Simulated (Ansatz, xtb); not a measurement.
This singlet lies 1.89 eV below the relaxed triplet at the level composite: frozen-core CCSD(T) with HF/cc-pVQZ and the correlation energy extrapolated as X^-3 from cc-pVTZ and cc-pVQZ, plus CCSDT(Q) minus CCSD(T) in cc-pVDZ // PBE0-D3(BJ)/def2-TZVP (Ansatz, a program for electronic structure).

A geometry relaxed with GFN2-xTB in xtb, charge 0, multiplicity 1:

```xyz
3

H     -1.1931    -0.4403     0.0000
F      1.2848    -0.3562     0.0000
Ge    -0.0917     0.7965     0.0000
```

Question: Write the SMILES of this molecule.

Answer: `[F][GeH]`
